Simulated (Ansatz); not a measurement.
Reaction: BH2Br (bromoborane, SMILES BBr) → BH2 (SMILES [BH2], doublet) + Br (doublet) (the B-Br bond breaks)
Each species at its own B3LYP-D3(BJ)/def2-TZVP minimum (Ansatz, an electronic-structure program).

Quantity: bond dissociation energy (electronic), in kJ/mol. Radicals and triplets start from unrestricted determinants; spin-orbit coupling is neglected. Cores are frozen in correlated methods (noble-gas shells, and filled d and f shells in the p block). No relativity. CBS(X,Y): correlation extrapolated as X^-3, Hartree-Fock from the larger set (Q,5: extrapolated as (X+1)exp(-9√X)). A bracket is a step between two methods taken in the basis named. Double hybrids freeze cores in their MP2 part. Spin-orbit terms, left out, reach several kcal/mol for Br and I, and more for heavier atoms.

CCSD(T)/CBS(cc-pVQZ,cc-pV5Z) + [CCSDT(Q) - CCSD(T)]/cc-pVQZ + [CCSDTQ - CCSDT(Q)]/cc-pVDZ (Ansatz) gives 472.0 kJ/mol.

Q: How far off this value is PBE/def2-TZVPD (Ansatz), in which direction, and how far these levels: r2SCAN/def2-TZVPD, B3LYP/def2-TZVPD, PBE0/def2-TZVPD, B2PLYP/def2-TZVPD, CCSD(T)/CBS(cc-pVQZ,cc-pV5Z)?

A: PBE gives 477.9 kJ/mol, 5.9 kJ/mol above it. Differences of the others: r2SCAN/def2-TZVPD (Ansatz) -5.7; B3LYP/def2-TZVPD (Ansatz) -18.5; PBE0/def2-TZVPD (Ansatz) -3.7; B2PLYP/def2-TZVPD (Ansatz) -12.4; CCSD(T)/CBS(cc-pVQZ,cc-pV5Z) (Ansatz) -0.1 kJ/mol.
